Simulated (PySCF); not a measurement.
## Correlation energy of Xe⁺ (xenon, charge +1)

[Kr] 4d10 5s2 5p4 6s1, high-spin 4P determinant (an excited configuration). All numbers are calculated (PySCF 2.14, the spin-free X2C one-electron Hamiltonian (Gaussian nucleus), in aug-cc-pVTZ-DK3 (8s7p5d2f, 68 functions)). Frozen: [Kr] 4d10; 7 electrons correlated.

```json
{"level": "CCSD", "correlation energy (mhartree)": "-126.01"}
{"level": "(T)", "correlation energy (mhartree)": "-4.24"}
{"level": "CCSD(T)", "correlation energy (mhartree)": "-130.25"}
```

Diagnostics: T1 = 0.013, D1 = 0.0429, largest double amplitude 0.049.

Task: Is a single reference adequate?

Result: Yes, within this model without spin-orbit coupling: T1 lies below 0.03 and no double amplitude reaches 0.07.
